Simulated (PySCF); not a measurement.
## SMILES S=P12C=CC(C=C1)C=C2, C7H7PS

Geometry (Å), atoms numbered from 1 in this order:
```xyz
16

S    -2.3402    2.2218    1.2190
P    -1.0321    0.9796    0.5374
C    -0.6127   -0.5336    1.4654
C     0.2998   -1.2864    0.8726
C     0.8634   -0.8191   -0.4515
C     1.4667    0.5510   -0.2328
C     0.6862    1.5114    0.2355
C    -0.2965   -0.6594   -1.4097
C    -1.2766    0.1643   -1.0754
H    -1.0980   -0.7428    2.4051
H     0.6703   -2.2158    1.2753
H     1.6024   -1.5208   -0.8378
H     2.5110    0.6827   -0.4684
H     0.9799    2.5288    0.4379
H    -0.2718   -1.2270   -2.3264
H    -2.1595    0.3743   -1.6574
```

The calculation used PySCF 2.14.0, GIAO PBE/pcSseg-1 magnetisability, rotational g tensor and spin-rotation constants, non-relativistic, gas phase. Geometry: GFN2-xTB.

(1) What are the magnetisability and the molar susceptibility?

(2) Split it along the inertial axes a, b, c into diamagnetic and paramagnetic parts about the centre of mass, with the quadrupole moment.

(3) And the rotational g tensor?

## Answers

(1) Isotropic -1422 × 10⁻³⁰ J/T², or -85.6 × 10⁻⁶ cm³/mol; principal values -1584, -1583, -1099 × 10⁻³⁰ J/T², anisotropy 484 × 10⁻³⁰ J/T² (root of half the summed squared differences of the principal values). The susceptibility is in cgs units.

(2) 
| axis | χ (10⁻⁶ cm³/mol) | diamagnetic (10⁻⁶ cm³/mol) | paramagnetic (10⁻⁶ cm³/mol) | summed x² of all electrons (Å²) | quadrupole Θ (D Å) |
| --- | --- | --- | --- | --- | --- |
| a | -66.2 | -598.9 | 532.7 | 228.5 | -4.01 |
| b | -95.3 | -1268.7 | 1173.3 | 70.6 | +2.00 |
| c | -95.3 | -1268.7 | 1173.3 | 70.6 | +2.00 |

Anisotropies 2χaa − χbb − χcc = +58.3 and 2χbb − χaa − χcc = -29.2 × 10⁻⁶ cm³/mol. Θ is traceless in Buckingham's convention.

(3) 
```csv
axis,rotational constant (GHz),g,nuclear part,electronic part
a,2.6038,-0.0612,0.5905,-0.6516
b,1.0132,-0.0116,0.5469,-0.5585
c,1.0131,-0.0116,0.5468,-0.5584
```
Prolate top; isotopes 12C, 1H, 31P, 32S; no vibrational averaging.
